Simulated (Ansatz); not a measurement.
CH7FN2Si, SMILES [Si](C)(N)(N)F.

Geometry: PBE-D3(BJ)/def2-SVP. The structure was generated by enumeration, and PubChem lists no compound with its InChIKey, so it may never have been made. The values are those of a single conformer.

Two levels are set side by side: PBE/def2-SVPD (Ansatz, a first-principles code) and CAM-B3LYP/def2-SVPD (Ansatz). Energy differences of separate SCF runs at the same geometry; the states with an electron removed or added have multiplicity 2 and 2. Differences are taken from unrounded values.

```
quantity                           CAM-B3LYP
---------------------------------  ---------
vertical ionisation energy (eV)         9.96
vertical singlet–triplet gap (eV)       6.50
```

Task: What does PBE give, and how far is it from CAM-B3LYP? (Estimate from the structure and the level; the computed values follow.)

Result: 
```
quantity                            PBE  PBE minus CAM-B3LYP
---------------------------------  ----  -------------------
vertical ionisation energy (eV)    9.28                -0.68
vertical singlet–triplet gap (eV)  5.91                -0.59
```
